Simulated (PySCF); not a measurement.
Indene, C9H8.
SMILES with atom numbers: `[CH:1]1=[CH:2][c:3]2[cH:4][cH:5][cH:6][cH:7][c:8]2[CH2:9]1`

Geometry (GFN2-xTB, Å), atoms numbered from 1 in this order:
```
atom  x, y, z in Å
C1    -2.3241    0.4645    0.1555
C2    -1.3736    1.3987    0.2656
C3    -0.0694    0.7816    0.1222
C4     1.2062    1.3210    0.1631
C5     2.2870    0.4715   -0.0069
C6     2.0997   -0.8870   -0.2159
C7     0.8235   -1.4327   -0.2572
C8    -0.2566   -0.5944   -0.0859
C9    -1.7252   -0.8896   -0.0770
H10   -3.3872    0.6170    0.2192
H11   -1.5202    2.4510    0.4336
H12    1.3542    2.3788    0.3242
H13    3.2909    0.8696    0.0239
H14    2.9583   -1.5289   -0.3485
H15    0.6851   -2.4924   -0.4192
H16   -2.0607   -1.3242   -1.0220
H17   -1.9948   -1.5926    0.7154
```

NICS = −σ at a ghost point: NICS(0) at the centroid of the ring atoms, NICS(1) 1 Å to either side along the normal of their mean plane, zz for the tensor component along that normal. Level: GIAO PBE0/pcSseg-1 (PySCF, non-relativistic, gas phase) on the GFN2-xTB geometry, one conformer.

Ring bond lengths (Å), with Mayer bond orders in brackets: C1–C2 1.337 (1.77), C2–C3 1.450 (1.08), C3–C8 1.404 (1.33), C8–C9 1.498 (1.03), C9–C1 1.499 (1.06); C3–C4 1.386 (1.37), C4–C5 1.385 (1.44), C5–C6 1.387 (1.44), C6–C7 1.389 (1.42), C7–C8 1.378 (1.46), C8–C3 1.404 (1.33).

**Question.** What do the NICS probes read (ppm)?

**Answer.** 
| ring | type | NICS(0) | NICS(1), two faces | NICS(1)zz, two faces | rms pucker (Å) | centre to ring atoms, mean (Å) |
| --- | --- | --- | --- | --- | --- | --- |
| C1–C2–C3–C8–C9 | 5-membered carbocycle; formal bonds 1 aromatic, 1 double, 3 single | -0.6 | -4.3 / -4.4 | -6.6 / -6.6 | 0.00 | 1.22 |
| C3–C4–C5–C6–C7–C8 | 6-membered carbocycle; formal bonds all aromatic | -8.6 | -11.3 / -11.3 | -28.5 / -28.5 | 0.00 | 1.39 |

**Question.** What can be read from them?

**Answer.** 
- C1–C2–C3–C8–C9: mean NICS(1)zz -6.6 ppm, shielded. C9 has four or more neighbours, so the value isn't read as a sign of a π ring current.
- C3–C4–C5–C6–C7–C8: mean NICS(1)zz -28.5 ppm, shielded. The ring is flat and has no four-coordinate atom; by the NICS criterion it is aromatic, though in fused rings the probe also feels the neighbouring ring.

**Question.** How equal are the bonds by HOMA? Use HOMA with the parameters of Krygowski (1993).

**Answer.** 
- C3–C4–C5–C6–C7–C8: HOMA 0.98 = 1 − EN − GEO, with mean bond length 1.388 Å, EN = α(Ropt − mean)² = 0.000 and GEO = α × variance = 0.016. The geometric and the magnetic index point the same way.

**Question.** At the second NICS(1) probe listed for ring C3–C4–C5–C6–C7–C8, 1 Å off the ring, what do the in-plane components average?

**Answer.** The isotropic value is a third of the trace: (3 × -11.3 − (-28.5))/2 = -2.7 ppm.

**Question.** What are the shieldings of the ring atoms and their hydrogens in the same run (means over atoms taken as equivalent)?

**Answer.** 
```csv
atoms,environment,σ isotropic (ppm),"principal values of the symmetric part, first atom (ppm)"
C1,alkene CH carbon,45.0,"-61.9, 48.0, 148.9"
C2,alkene CH carbon,46.7,"-55.5, 57.6, 138.1"
C3,substituted aromatic carbon,36.6,"-55.4, 12.0, 153.1"
C4,aromatic CH carbon,60.6,"-36.8, 44.7, 173.9"
C5,aromatic CH carbon,55.2,"-54.0, 41.6, 178.0"
C6,aromatic CH carbon,57.0,"-51.4, 45.7, 176.7"
C7,aromatic CH carbon,57.8,"-44.2, 43.1, 174.4"
C8,substituted aromatic carbon,37.0,"-54.8, 4.6, 161.3"
C9,benzylic-type carbon,144.0,"133.8, 138.2, 160.0"
H10,vinylic hydrogen,24.94,"23.1, 25.1, 26.6"
H11,vinylic hydrogen,24.54,"22.2, 24.1, 27.3"
H12,aromatic hydrogen,23.98,"19.9, 24.7, 27.4"
H13,aromatic hydrogen,24.13,"20.5, 25.0, 26.9"
H14,aromatic hydrogen,24.25,"20.6, 25.1, 27.1"
```

The list is cut; further classes of hydrogen are left out.
